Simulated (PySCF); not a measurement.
C3H6BN3.
Geometry (GFN2-xTB, Å), atoms numbered from 1 in this order:
```xyz
13
C3H6BN3 angstrom
N      3.721   -0.496   -0.077
C      2.584   -0.344   -0.055
B      1.071   -0.141   -0.024
N      0.310    0.559   -0.970
C     -1.099    0.556   -0.634
C     -1.179   -0.251    0.680
N      0.194   -0.624    0.957
H      0.590    1.034   -1.808
H     -1.691    0.085   -1.429
H     -1.472    1.579   -0.498
H     -1.594    0.354    1.496
H     -1.811   -1.140    0.565
H      0.373   -1.169    1.780
```

The closed-shell SCF was solved with PySCF and density fitting under several settings on one GFN2-xTB geometry (grid level 2 and gas phase unless stated).

```csv
settings,basis functions,SCF cycles,E (Eh),HOMO (eV),LUMO (eV),dipole (D)
PBE0/pcSseg-1,149,14,-306.7097,-6.56,-0.33,5.14
PBE0/def2-SVPD,188,14,-306.5402,-6.66,-0.48,5.06
"HSE06/pcSseg-1, IEF-PCM benzene, grid level 3",149,14,-306.7428,-5.99,-0.80,5.75
"PBE0/pcSseg-1, start guess huckel, energy threshold 1e-07 Eh",149,12,-306.7097,-6.56,-0.33,5.14
"PBE0/MINI, energy threshold 1e-11 Eh",41,11,-304.3841,-7.90,-1.49,4.61
"PBE0/6-31++G**, IEF-PCM chloroform, grid level 4",162,14,-306.7689,-6.31,-0.57,6.16
```

Estimate the rows for these settings: (1) PBE0/aug-cc-pVDZ, IEF-PCM acetone, energy threshold 1e-08 Eh; (2) OLYP/6-311G**, grid level 3, energy threshold 1e-11 Eh.

```json
{"settings": "PBE0/aug-cc-pVDZ, IEF-PCM acetone, energy threshold 1e-08 Eh", "basis functions": "215", "SCF cycles": "9", "E (Eh)": "-306.7961", "HOMO (eV)": "-6.24", "LUMO (eV)": "-0.66", "dipole (D)": "6.39"}
{"settings": "OLYP/6-311G**, grid level 3, energy threshold 1e-11 Eh", "basis functions": "162", "SCF cycles": "13", "E (Eh)": "-307.0693", "HOMO (eV)": "-4.96", "LUMO (eV)": "-0.95", "dipole (D)": "4.88"}
```

Over all rows, what range does the HOMO–LUMO gap span?

From 4.01 eV (OLYP/6-311G**, grid level 3, energy threshold 1e-11 Eh) to 6.41 eV (PBE0/MINI, energy threshold 1e-11 Eh). The functional of the narrowest has no exact exchange, that of the widest 25 % exact exchange.

And the dipole moment?

From 4.61 D (PBE0/MINI, energy threshold 1e-11 Eh) to 6.39 D (PBE0/aug-cc-pVDZ, IEF-PCM acetone, energy threshold 1e-08 Eh); the largest is 1.39 times the smallest, and the median is 5.14 D.

Compare two rows with the functional PBE0: PBE0/def2-SVPD and PBE0/MINI, energy threshold 1e-11 Eh. Which energy is lower, and by how much?

PBE0/def2-SVPD (188 functions) lies 2.1561 Eh or 1353 kcal/mol below PBE0/MINI, energy threshold 1e-11 Eh (41 functions).

Cycle counts include a coarse-grid stage where the run had one. All basis functions are spherical, in the Pople sets too. The species at its GFN2-xTB geometry.
